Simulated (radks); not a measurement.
Values are calculated unless marked as measured or tabulated.
Lu, configuration [Xe] 4f14 5d1 6s2. Code: a radial shooting solver on a logarithmic mesh with Libxc functionals. Model: scalar-relativistic Kohn-Sham, r2SCAN, spin-unpolarised, spherical densities, finite nucleus; meta-GGA in the generalised Kohn-Sham scheme; Fermi nuclear charge, rms radius 5.37 fm.

Normalised radial functions P(r) = r R(r), r in bohr:

r              5s      4f       6s
0.003305   0.1263  0.0000   0.0351
0.005299   0.1583  0.0000   0.0440
0.008428   0.1732  0.0000   0.0482
0.0134     0.1419  0.0002   0.0395
0.02132    0.0293  0.0010   0.0081
0.0339    -0.1566  0.0048  -0.0436
0.05392   -0.2719  0.0221  -0.0756
0.08576   -0.0647  0.0871  -0.0177
0.1364     0.3487  0.2767   0.0971
0.2169     0.1575  0.6574   0.0418
0.345     -0.5402  1.0832  -0.1502
0.5487    -0.0798  1.1672  -0.0058
0.8727     0.9782  0.8308   0.2579
1.388      0.8711  0.4177   0.0214
2.207      0.2454  0.1487  -0.4454
3.511      0.0205  0.0358  -0.5687
5.583      0.0004  0.0052  -0.2950
8.88       0.0000  0.0003  -0.0541

5s: eigenvalue -62.781 eV, 4 radial nodes at r = 0.0231, 0.0921, 0.240, 0.566 bohr, <r> = 1.17 bohr, 90 % of the charge inside 1.70 bohr. 4f: eigenvalue -9.768 eV, 0 radial nodes, <r> = 0.723 bohr, 90 % of the charge inside 1.24 bohr. 6s: eigenvalue -4.781 eV, 5 radial nodes at r = 0.0231, 0.0920, 0.239, 0.553, 1.42 bohr, <r> = 3.69 bohr, 90 % of the charge inside 5.47 bohr.
